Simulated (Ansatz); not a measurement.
Z-matrix (Å, degrees):
```
C
Si 1 1.859
H 1 1.093 2 110.8
H 1 1.092 2 110.9 3 -119.9
H 1 1.093 2 110.8 3 120.0
C 2 1.862 1 111.9 3 -60.7
O 2 1.646 1 107.9 3 178.6
H 2 1.493 1 109.9 3 60.8
H 6 1.093 2 111.0 1 -58.6
H 6 1.093 2 111.2 1 -178.9
H 6 1.094 2 110.7 1 61.3
Si 7 1.630 2 145.2 1 -166.7
H 12 1.484 7 108.5 2 177.2
H 12 1.488 7 110.6 2 -63.2
H 12 1.488 7 110.6 2 57.2
```

The species carries charge 0 and has multiplicity 1.

Task: List the ωB97M-V/def2-TZVPP orbital energies in eV (Ansatz). (An estimate is asked.)

Result: The calculation gave: Occupied: -1807.35, -1807.09, -525.92, -280.85, -280.82, -148.33, -148.07, -102.48, -102.43, -102.43, -102.23, -102.17, -102.15, -30.47, -22.63, -21.89, -18.73, -16.13, -14.69, -14.25, -14.17, -13.57, -13.54, -13.37, -13.16, -11.58, -11.54, -10.71, -10.57. Lowest empty: 1.91, 2.65, 2.74, 3.33, 3.44, 3.60, 3.96, 4.23.
